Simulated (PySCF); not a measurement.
## Atomic charges by several schemes

C₆H₉F₃Si.
Z-matrix (Å and degrees, GFN2-xTB geometry), rows numbered from 1:
```
C 
C   1  1.3207
C   2  1.4929  1  124.27
Si  3  1.9091  2  111.35  1  -104.89
C   4  1.9286  3  108.18  2    59.85
C   5  1.4767  4  111.66  3    68.69
F   6  1.3501  5  115.93  4   -77.68
C   6  1.3273  5  126.27  4    99.72
F   8  1.3347  6  122.70  5     2.39
F   8  1.3300  6  126.55  5  -178.00
H   1  1.0775  2  121.54  3    -1.01
H   1  1.0768  2  122.09  3   179.33
H   2  1.0824  1  120.31  3  -178.74
H   3  1.0908  2  109.47  1   134.43
H   3  1.0910  2  109.50  1    16.71
H   4  1.4657  3  111.27  2   -56.58
H   4  1.4651  3  110.89  2   178.63
H   5  1.0897  4  108.92  3   -51.09
H   5  1.0867  4  109.97  3  -170.07
```

Density: PBE0/pcSseg-1 (PySCF); schemes: Mulliken, IAO, Hirshfeld and ESP-fitted. Geometry: GFN2-xTB, one conformer, isolated molecule.

**Question.** Give the atomic charges in each scheme.

**Answer.** In e:

| atom | environment | Mulliken | IAO | Hirshfeld | ESP-fitted |
| --- | --- | --- | --- | --- | --- |
| C1 | terminal =CH2 carbon | -0.154 | -0.333 | -0.108 | -0.509 |
| C2 | alkene CH carbon | -0.266 | -0.130 | -0.038 | -0.010 |
| C3 | sp3 carbon bound to silicon | -0.480 | -0.538 | -0.155 | -0.441 |
| Si4 | SiH2 silicon | +0.681 | +0.768 | +0.349 | +0.557 |
| C5 | sp3 carbon bound to silicon | -0.497 | -0.556 | -0.167 | -0.499 |
| C6 | vinylic C–F carbon | +0.075 | +0.198 | +0.045 | +0.088 |
| F7 | vinyl fluorine | -0.275 | -0.270 | -0.069 | -0.146 |
| C8 | =CF2 carbon | +0.543 | +0.480 | +0.132 | +0.272 |
| F9 | vinyl fluorine | -0.251 | -0.251 | -0.070 | -0.131 |
| F10 | vinyl fluorine | -0.244 | -0.238 | -0.075 | -0.134 |
| H11 | vinylic hydrogen | +0.119 | +0.149 | +0.040 | +0.222 |
| H12 | vinylic hydrogen | +0.116 | +0.151 | +0.045 | +0.183 |
| H13 | vinylic hydrogen | +0.110 | +0.142 | +0.044 | +0.125 |
| H14 | methylene hydrogen | +0.159 | +0.158 | +0.046 | +0.144 |
| H15 | methylene hydrogen | +0.158 | +0.159 | +0.043 | +0.167 |
| H16 | Si–H hydrogen | -0.073 | -0.123 | -0.078 | -0.124 |
| H17 | Si–H hydrogen | -0.065 | -0.118 | -0.077 | -0.121 |
| H18 | methylene hydrogen | +0.178 | +0.175 | +0.045 | +0.194 |
| H19 | methylene hydrogen | +0.167 | +0.176 | +0.049 | +0.164 |

Mean size of the charges over all atoms: IAO 0.269 e, Mulliken 0.243 e, ESP-fitted 0.223 e, Hirshfeld 0.088 e. Each set sums to the total charge, 0, to within 0.001 e. The IAO scheme counts the electrons in orthogonalised intrinsic atomic orbitals, a minimal basis polarised so that it spans the occupied orbitals exactly.

Lowest charge. The schemes don't all agree: Mulliken C5 (-0.497); IAO C5 (-0.556); Hirshfeld C5 (-0.167); ESP-fitted C1 (-0.509).

Highest charge. All schemes agree: Mulliken Si4 (+0.681); IAO Si4 (+0.768); Hirshfeld Si4 (+0.349); ESP-fitted Si4 (+0.557).

**Question.** Sum the charges by element, for elements with more than one atom.

**Answer.** 
```csv
element,atoms,Mulliken,IAO,Hirshfeld,ESP-fitted
C,6,-0.779,-0.879,-0.292,-1.099
F,3,-0.770,-0.758,-0.214,-0.411
H,9,+0.868,+0.869,+0.157,+0.953
```

**Question.** How many electrons does the Mulliken scheme count on F9?

**Answer.** Z − q = 9 − (-0.251) = 9.251.

**Question.** How closely do the schemes follow one another over all atoms?

**Answer.** Correlation coefficient and root-mean-square difference: Mulliken with IAO 0.98, 0.070 e; IAO with Hirshfeld 0.97, 0.214 e; IAO with ESP-fitted 0.95, 0.104 e; Mulliken with Hirshfeld 0.94, 0.195 e; Hirshfeld with ESP-fitted 0.92, 0.171 e; Mulliken with ESP-fitted 0.89, 0.135 e.
